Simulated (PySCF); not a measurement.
C5H8Si, SMILES C#C[C@@H]1C[C@@H]1[SiH3]. Atoms are numbered in the order given.

```xyz
14

C      2.1325     1.4372     0.3404
C      1.5417     0.3842     0.4163
C      0.8074    -0.8648     0.5088
C      0.2797    -1.5285    -0.7364
C     -0.6871    -0.8816     0.2222
Si    -1.5896     0.6966    -0.2399
H      2.6607     2.3718     0.2714
H      1.1529    -1.5291     1.3080
H      0.3199    -2.6207    -0.7768
H      0.4757    -1.0282    -1.6897
H     -1.2552    -1.5724     0.8560
H     -0.8951     1.3688    -1.3741
H     -1.6712     1.6288     0.9217
H     -2.9791     0.3497    -0.6654
```
Charge 0, spin multiplicity 1.

Geometry optimised at ωB97X-D3(BJ)/def2-SVP. The structure was generated by enumeration; whether it is a known compound was not checked.

Two levels are set side by side: PBE/pcSseg-1 (PySCF) and HF/pcSseg-1 (PySCF). GIAO shifts against TMS (²⁹Si), TMS (¹H), TMS (¹³C) at the same level; non-relativistic, no solvent, atoms listed together averaged. Differences are taken from unrounded values.

```
quantity                 HF
--------------------  -----
δ(¹³C) of C1 (ppm)     76.4
δ(¹³C) of C2 (ppm)     89.2
δ(¹³C) of C3 (ppm)      0.8
δ(¹³C) of C4 (ppm)     12.9
δ(¹³C) of C5 (ppm)     -4.1
δ(²⁹Si) of Si6 (ppm)  -52.1
δ(¹H) of H7 (ppm)      2.55
δ(¹H) of H8 (ppm)      1.51
δ(¹H) of H11 (ppm)    -0.08
```

Task: What does PBE give, and how far is it from HF? (Estimate from the structure and the level; the computed values follow.)

Result: 
```tsv
quantity	PBE	PBE minus HF
δ(¹³C) of C1 (ppm)	70.5	-5.9
δ(¹³C) of C2 (ppm)	88.9	-0.3
δ(¹³C) of C3 (ppm)	11.2	10.4
δ(¹³C) of C4 (ppm)	20.0	7.1
δ(¹³C) of C5 (ppm)	4.0	8.2
δ(²⁹Si) of Si6 (ppm)	-61.7	-9.5
δ(¹H) of H7 (ppm)	1.85	-0.70
δ(¹H) of H8 (ppm)	1.92	0.41
δ(¹H) of H11 (ppm)	0.31	0.39
```

Rough cost on one machine, each run with all the roots and properties that it gave: HF against PBE within a factor of 2.
